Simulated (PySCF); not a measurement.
Zn(Me)(NMe2), SMILES [CH3][Zn][N](C)C (C3H9NZn) (CAM-B3LYP/def2-SVP optimised geometry):

```
14

Zn    -0.473     0.000     0.000
C     -2.400     0.001     0.000
H     -2.806    -0.970    -0.325
H     -2.793     0.770    -0.683
H     -2.800     0.213     1.003
N      1.345     0.000     0.000
C      2.142     0.750    -0.932
C      2.139    -0.752     0.933
H      2.806     1.488    -0.429
H      2.808     0.103    -1.543
H      1.514     1.317    -1.638
H      2.805    -1.488     0.432
H      2.802    -0.105     1.549
H      1.509    -1.321     1.636
```

Computed with CAM-B3LYP/def2-TZVP (PySCF 2.14.0).

Problem. What are the frontier orbital energies and the dipole moment?

Solution. HOMO-2 -10.44 eV, HOMO-1 -9.29 eV, HOMO -6.93 eV, LUMO 0.80 eV, LUMO+1 0.84 eV; dipole moment 0.41 D.

On the same geometry PBE/def2-TZVP in PySCF 2.14.0 gives HOMO-2 -7.65 eV, HOMO-1 -6.77 eV, HOMO -4.35 eV, LUMO -0.73 eV, LUMO+1 -0.66 eV; dipole moment 0.42 D.

Meta-Löwdin charges at CAM-B3LYP/def2-TZVP: Zn1 1.09, C2 -0.83, H3 0.11, H4 0.11, H5 0.11, N6 -0.70, C7 -0.21, C8 -0.21, H9 0.08, H10 0.08, H11 0.10, H12 0.08, H13 0.08, H14 0.10.
